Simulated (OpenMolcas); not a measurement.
Cu4+ (d7) among equal point charges was computed by CASSCF with the d shell active (OpenMolcas, ANO-RCC-VDZP on the metal). Its lowest spin-free states, and all those of the highest spin:

```
2S+1  Degeneracy  E (cm-1)
   4           1       0.0
   4           3     782.9
   4           3      1406
   4           3     24720
   2           1     24902
   2           2     24907
   2           3     24917
   2           3     25113
   2           3     32463
   2           3     32764
   2           2     33100
   2           3     33114
```

Q: Is the site octahedral, tetrahedral or cube-like, axial, or of lower symmetry?

A: The states with 2S+1 = 4 have orbital degeneracies 1, 3, 3, 3. Threefold states need a cubic site. For d7 at this spin an octahedron puts the threefold T1 below the threefold T2 and a tetrahedron or cube puts the single A2 below the threefold T2, so the site is a tetrahedron or a cube, which this pattern cannot tell apart. The first gap at this spin, 783 cm-1, is |10Dq| in ligand-field theory. The run had Cu4+ among 4 point charges of -2.5 e arranged as a tetrahedron (Td), 2.11 Å from the ion.

Spin-orbit coupling mixes the spin-free states strongly: the lowest level takes only 56 % from its leading state, 4A2. Without dynamic correlation the repulsion within the d shell is too large (B by tens of per cent), so at a given field states of lower spin stand too high. The ground term spreads over less than 5000 cm-1, several times less than with real ligands, so orbital moments are less quenched and χT lies further from the spin-only value than at real sites. Point charges carry no covalency, so the field is a model and not that of real ligands. No measured value stands beside these numbers.
